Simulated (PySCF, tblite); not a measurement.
Isomers of C4H10NOSi2 (doublet state). Computed with GFN2-xTB (tblite): harmonic, unscaled wavenumbers at the GFN2-xTB geometry, gas phase. The method is semi-empirical: single wavenumbers can be off by several per cent or more. Modes of hydrogen on silicon can be 10 to 20 % off. One conformer each. Open shells enter through the occupations alone, without spin polarisation, and single modes of such species can be off by tens of per cent.

Electronic energies: B3LYP/pcH-1 single points on the GFN2-xTB geometries (PySCF, gas phase).

```tsv
SMILES	electronic energy, lowest = 0 (kJ/mol)
O=C/[C]=C\[SiH2]NC[SiH3]	33.0
C=COC(=C)N([SiH2])[SiH3]	0.0
[H]/[C]=C\OC(=C)N([SiH3])[SiH3]	101.2
C#C[Si@@H]([N]C)[SiH2]OC	35.0
```

Problem. How do GFN2-xTB zero-point energies change the relative energies?

Solution. 
| SMILES | ZPE (kJ/mol) | of it from modes above 1550 cm⁻¹ | electronic (kJ/mol) | with ZPE, lowest = 0 (kJ/mol) | lowest mode (cm⁻¹) | rings |
| --- | --- | --- | --- | --- | --- | --- |
| C=COC(=C)N([SiH2])[SiH3] | 323.6 | 181.8 | 0.0 | 0.0 | 34 | 0 |
| O=C/[C]=C\[SiH2]NC[SiH3] | 316.5 | 178.4 | 33.0 | 25.9 | 29 | 0 |
| C#C[Si@@H]([N]C)[SiH2]OC | 329.4 | 178.2 | 35.0 | 40.8 | 26 | 0 |
| [H]/[C]=C\OC(=C)N([SiH3])[SiH3] | 310.4 | 176.3 | 101.2 | 88.0 | 30 | 0 |

The zero-point energies span 19.0 kJ/mol, from `[H]/[C]=C\OC(=C)N([SiH3])[SiH3]` to `C#C[Si@@H]([N]C)[SiH2]OC`. The order is unchanged.

Problem. And how do the electronic energies of GFN2-xTB itself compare?

Solution. `C=COC(=C)N([SiH2])[SiH3]` 0.0; `O=C/[C]=C\[SiH2]NC[SiH3]` 153.7; `C#C[Si@@H]([N]C)[SiH2]OC` 89.9; `[H]/[C]=C\OC(=C)N([SiH3])[SiH3]` 104.2 kJ/mol, lowest = 0. Against the energies above, taken from the same isomer `C=COC(=C)N([SiH2])[SiH3]`, the largest difference is 120.7 kJ/mol.

Problem. What do entropy and thermal enthalpy add at 298.15 K and 1 bar (rigid rotor, harmonic oscillator, one conformer each)?

Solution. 
```csv
SMILES,point group,symmetry number,S (J/(mol K)),H − H(0) (kJ/mol),ZPE + H − H(0) − TS (kJ/mol)
C=COC(=C)N([SiH2])[SiH3],C1,1,447.0,32.81,223.1
O=C/[C]=C\[SiH2]NC[SiH3],C1,1,480.9,35.20,208.3
C#C[Si@@H]([N]C)[SiH2]OC,C1,1,492.9,37.57,220.0
[H]/[C]=C\OC(=C)N([SiH3])[SiH3],C1,1,448.8,33.31,209.9
```

S holds R ln(2S + 1) for the spin.
